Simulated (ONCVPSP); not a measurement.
**u(r) = r·R(r): atom against pseudo-atom (manganese (Mn))**

Columns: radius, all-electron u(r) and pseudo u(r) of the 3d shell (level -3.39 eV) of manganese in the configuration [Ne] 3s2 3p6 3d6 4s1; PBEsol, scalar-relativistic, ONCV scheme, ONCVPSP 4.0.1.

```tsv
r (bohr)	all-electron	pseudo
0.105	0.0615	0.0045
0.210	0.2484	0.0341
0.315	0.4587	0.1064
0.420	0.6301	0.2262
0.525	0.7469	0.3837
0.630	0.8129	0.5581
0.735	0.8386	0.7232
0.840	0.8364	0.8547
0.945	0.8161	0.9361
1.050	0.7851	0.9622
1.155	0.7481	0.9386
1.260	0.7086	0.8788
1.365	0.6685	0.7996
1.470	0.6291	0.7165
1.575	0.5912	0.6408
1.680	0.5550	0.5781
1.785	0.5210	0.5290
1.890	0.4891	0.4907
1.995	0.4592	0.4593
2.100	0.4314	0.4314
2.205	0.4055	0.4054
2.310	0.3813	0.3813
2.415	0.3588	0.3587
2.520	0.3377	0.3377
2.625	0.3181	0.3180
2.730	0.2997	0.2997
```

(1) How many radial nodes do the two functions have?

(2) At about which radius was the pseudo-wave matched?

(3) Is the pseudo-wave norm-conserving?

## Answers

(1) The all-electron 3d function has n − l − 1 = 0; the pseudo-wave has 0.

(2) 2.10 bohr, where the columns begin to agree (steps of 0.10 bohr).

(3) Yes: the ONCV scheme keeps the norm inside the radius equal to the all-electron one, which fixes the energy derivative of the logarithmic derivative at the level.
